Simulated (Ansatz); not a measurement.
Wavefunction ladder for `N=C(F)[SiH2][GeH3]`

| atom | x (Å) | y (Å) | z (Å) |
| --- | --- | --- | --- |
| N1 | 0.347 | -2.024 | 1.718 |
| C2 | -0.015 | -1.539 | 0.627 |
| F3 | -1.150 | -2.029 | 0.084 |
| Si4 | 0.737 | -0.160 | -0.446 |
| Ge5 | -0.792 | 1.658 | -0.590 |
| H6 | 1.208 | -1.592 | 2.040 |
| H7 | 2.006 | 0.235 | 0.220 |
| H8 | 1.025 | -0.721 | -1.790 |
| H9 | -2.104 | 1.187 | -1.230 |
| H10 | -1.079 | 2.207 | 0.816 |
| H11 | -0.183 | 2.778 | -1.449 |

Total charge 0; spin multiplicity 1. Correlated methods include outer-core shells of Ge, which these sets cover unevenly. Scalar relativity is left out up to krypton. Geometry: relaxed with PBE0-D4/def2-TZVP. It is one conformer, not always the lowest. Frozen core, restricted reference, Ansatz 0.2.0.

| basis | HF (Eh) | MP2 corr. | CCSD corr. | (T) | CCSD(T) total |
| --- | --- | --- | --- | --- | --- |
| def2-SVP | -2559.01448 | -0.80795 | -0.85107 | -0.02542 | -2559.89097 |
| def2-TZVPP | -2559.62044 | -0.99080 | -1.02943 | -0.04033 | -2560.69020 |
| def2-QZVPP | -2559.68018 | -1.31243 | – | – | – |
